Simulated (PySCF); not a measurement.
CoI2: breathing scan

Level of theory: PySCF, UB3LYP, basis Co def2-SVP, I def2-SVP with ECP28 (scalar-relativistic core potentials, no spin–orbit coupling, density fitting).

Rigid scan from the quartet minimum (Co–I 2.443 Å (×2); I–Co–I 180.0°). Coordinate: all bonds to the central atom scaled together. Energies in kJ/mol from the minimum.

**Question.** Predict the curve at 0.88, 0.92, 0.96, 1.00, 1.04, 1.08, 1.14, 1.22, 1.35.

**Answer.** 
```
scale of all bonds to the centre  E (kJ/mol)  ⟨S²⟩
                            0.88       132.6  3.76
                            0.92        51.1  3.76
                            0.96        11.2  3.76
                            1.00         0.0  3.76
                            1.04         8.6  3.76
                            1.08        30.4  3.76
                            1.14        78.6  3.76
                            1.22       156.7  3.76
                            1.35       287.1  3.76
```

Other spin states or occupations of the open shell can lie lower. Spin–orbit coupling, left out here, can matter for elements this heavy.

Other isomers or separated fragments may lie lower.

The scan took 19 s on 2 threads of a shared Arm Neoverse V1 host; the process peaked at 0.8 GiB. Launch command: `OMP_NUM_THREADS=2 python axn.py task.json out`.
